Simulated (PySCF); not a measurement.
**Peak assignment**

Cartesian coordinates in Å; atom numbers follow the order of the lines, from 1:
```xyz
19

C     1.645   -0.483    1.500
C     0.184   -0.802    1.196
Si   -0.319   -0.370   -0.587
N    -2.016   -0.688   -0.733
N     0.652   -1.296   -1.679
O    -0.071    1.209   -0.953
C    -0.637    2.324   -0.325
H     1.869    0.555    1.265
H     1.870   -0.651    2.553
H     2.304   -1.114    0.908
H    -0.450   -0.246    1.889
H     0.005   -1.857    1.397
H    -2.475   -0.359   -1.568
H    -2.340   -1.617   -0.522
H     0.465   -1.188   -2.663
H     1.648   -1.281   -1.534
H    -0.376    3.205   -0.913
H    -1.723    2.231   -0.269
H    -0.244    2.437    0.688
```

Rapidly exchanging positions averaged, one conformer, non-relativistic Hamiltonian, no solvent. PBE0/pcSseg-1 with gauge-including orbitals; GFN2-xTB structure; PySCF 2.14.

References, each an isolated molecule treated in the same way: ¹³C (σref 186.93), ¹H (σref 31.72) vs TMS.

(1) Assign these signals to the numbered atoms. ¹³C{¹H} NMR (computed): δ 53.1, 9.0, 7.6.

(2) Assign these signals to the numbered atoms. ¹H NMR (400 MHz, computed): δ 3.82 (s, 3H), 0.97 (t, 3H), 0.55 (q, 2H), 0.39 (br s, 4H).

Results:

(1) 
53.1 → C7, methyl carbon bonded to O: pulled downfield by the heteroatom
9.0 → C1, methyl carbon: aliphatic region, no heteroatom directly attached
7.6 → C2, sp3 CH2 bonded to Si: an electropositive neighbour leaves it electron-rich and shielded

C1 and C2 lie closer than the usual error of such a calculation, so a measured spectrum could show them in the other order.

(2) 
```tsv
δ (ppm)	atoms	environment	reason
3.82	H17/H18/H19	hydrogen on a methyl carbon bonded to O	its carbon carries O, hence the downfield position
0.97	H8/H9/H10	hydrogen on a methyl carbon	–
0.55	H11/H12	hydrogen on an sp3 CH2 bonded to Si	an electropositive neighbour shields it, as in TMS itself
0.39	H13/H14/H15/H16	hydrogen on a nitrogen bonded to Si	labile proton, position sensitive to the medium
```

Exchangeable OH/NH protons stand at their gas-phase positions; hydrogen bonding in a real sample shifts them, mostly to higher δ. Shifts are as computed. Against solution values, carbons near 30 ppm lie about +3 ppm off and those near 130 ppm about +5 ppm. Of 1211 compounds with measured shifts, 218 miss one by over three times the rms of a fit or turn the order of signals round; such compounds aren't used in these exercises. No couplings were computed; multiplicities are counted from neighbouring protons, with m where these are inequivalent, close in shift, in a saturated or five-membered ring or joined by F or P, and br s for small geminal =CH2 splittings.
